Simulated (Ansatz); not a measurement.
One change: `C=[CH][SnH2][CH]=C` becomes `C=[CH][SnH3]`.

Ansatz, PBE0-D4/def2-TZVP geometries, multiplicity 1. Each molecule was computed in one conformer, which needn't be the lowest.

Elements past krypton have def2 core potentials.

```json
{"property": "HOMO–LUMO gap (B3LYP/def2-TZVPP) / eV", "`C=[CH][SnH2][CH]=C`": "6.97"}
{"property": "LUMO energy (B3LYP/def2-TZVPP) / eV", "`C=[CH][SnH2][CH]=C`": "-0.59"}
{"property": "LUMO energy (PBE/def2-TZVPP) / eV", "`C=[CH][SnH2][CH]=C`": "-1.36"}
{"property": "size of the dipole moment (PBE/def2-TZVPP) / D", "`C=[CH][SnH2][CH]=C`": "0.68"}
{"property": "HOMO–LUMO gap (ωB97M-V/def2-TZVPP) / eV", "`C=[CH][SnH2][CH]=C`": "11.52"}
{"property": "HOMO energy (B3LYP/def2-TZVPP) / eV", "`C=[CH][SnH2][CH]=C`": "-7.56"}
```

(1) What does the change do to each property? (An estimate is asked.)

## Answers

(1) The calculation gave: 
```tsv
property	`C=[CH][SnH3]`	shift
HOMO–LUMO gap (B3LYP/def2-TZVPP) / eV	7.15	0.18
LUMO energy (B3LYP/def2-TZVPP) / eV	-0.55	0.04
LUMO energy (PBE/def2-TZVPP) / eV	-1.34	0.02
size of the dipole moment (PBE/def2-TZVPP) / D	0.65	-0.03
HOMO–LUMO gap (ωB97M-V/def2-TZVPP) / eV	11.83	0.31
HOMO energy (B3LYP/def2-TZVPP) / eV	-7.70	-0.14
```

Dipoles are sizes alone; their direction can turn.

B3LYP here is the variant with VWN-RPA as its local correlation; programs differ in this.
